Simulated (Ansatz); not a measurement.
Ansatz (an electronic-structure program) input:

Ansatz 0.2 input:
```yaml
crystal:
  periodic: [false, false, false]
  atoms:
    - {symbol: C, position_ang: [-3.98469509, 0.71953996, -0.32290983]}
    - {symbol: C, position_ang: [-2.55189163, 1.00957825, 0.11443741]}
    - {symbol: C, position_ang: [-1.59378854, -0.14037010, -0.18327224]}
    - {symbol: C, position_ang: [-0.15706650, 0.14369192, 0.25735282]}
    - {symbol: C, position_ang: [0.76466919, -0.99207322, -0.03493546]}
    - {symbol: S, position_ang: [2.47073206, -0.96621148, 0.17126650]}
    - {symbol: C, position_ang: [2.91181306, 0.76702464, -0.12695472]}
    - {symbol: H, position_ang: [-4.64833386, 1.55696519, -0.10008016]}
    - {symbol: H, position_ang: [-4.03643909, 0.53010523, -1.39776625]}
    - {symbol: H, position_ang: [-4.37941105, -0.16289602, 0.18641443]}
    - {symbol: H, position_ang: [-2.19284735, 1.91555883, -0.38493642]}
    - {symbol: H, position_ang: [-2.53275641, 1.22612517, 1.18753103]}
    - {symbol: H, position_ang: [-1.60318050, -0.35723495, -1.25604840]}
    - {symbol: H, position_ang: [-1.95010926, -1.04784908, 0.31585161]}
    - {symbol: H, position_ang: [0.19083439, 1.05835310, -0.23437835]}
    - {symbol: H, position_ang: [-0.15516130, 0.37433961, 1.33531716]}
    - {symbol: H, position_ang: [0.36832351, -2.00000300, -0.05661498]}
    - {symbol: H, position_ang: [3.99662676, 0.82025576, -0.05306440]}
    - {symbol: H, position_ang: [2.47278769, 1.42516433, 0.62034232]}
    - {symbol: H, position_ang: [2.60371050, 1.07615108, -1.12513957]}
basis:
  gaussian:
    orbitals: def2-TZVP
hamiltonian:
  xc: b3lyp
  dispersion: d3bj
magnetization: {spin_polarized: true, initial_magnetization: 1}
phonons: {temperatures: {t_min: 298.15, t_max: 298.15, t_step: 100}}
```

Which total energy does the run end on?

-634.76399 Eh (B3LYP-D3(BJ)/def2-TZVP). The basis has 301 functions.

It need not be the lowest isomer of its formula.
